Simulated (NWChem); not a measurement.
# C₂H₅ClF₂Si; SMILES C[Si@@H](Cl)C(F)F

```xyz
11

C     -2.0126     1.0436     0.0856
Si    -0.3765     0.4596    -0.5833
Cl     1.1746     1.4660     0.3398
C     -0.1706    -1.4113    -0.1995
F      1.0594    -1.8503    -0.5619
F     -0.3236    -1.6205     1.1363
H     -2.1268     2.1298    -0.0465
H     -2.0818     0.8128     1.1594
H     -2.8465     0.5436    -0.4327
H     -0.2451     0.6431    -2.0553
H     -0.9192    -2.0412    -0.7215
```
Atoms are numbered in this order, from 1.

Results from NWChem. Medium grid unless said otherwise, to which SCAN and Minnesota functionals are sensitive. Geometry: optimised at PBE0/def2-SVP. Total energies of different functionals are on different scales.

```
level                                 energy (Ha)  highest occupied level (eV)  orbital gap (eV)  dipole (D)
------------------------------------  -----------  ---------------------------  ----------------  ----------
PBE/def2-SVP                           -1027.5629                          [?]               [?]         [?]
B3LYP/def2-SVP                         -1028.2321                        -8.04              8.46        3.03
TPSSh/def2-SVP                         -1028.2363                        -7.54              7.72        3.09
M06-2X/def2-SVP                        -1028.0633                        -9.72             11.13        3.29
BLYP/def2-SVP                          -1028.1192                        -6.57              6.46        2.76
LDA (Slater exchange, VWN5)/def2-SVP   -1023.5583                        -6.80              6.20        2.91
```

Problem. What belongs in the gaps?

Solution. 
- PBE/def2-SVP, highest occupied level (eV): -6.70
- PBE/def2-SVP, orbital gap (eV): 6.36
- PBE/def2-SVP, dipole (D): 2.84
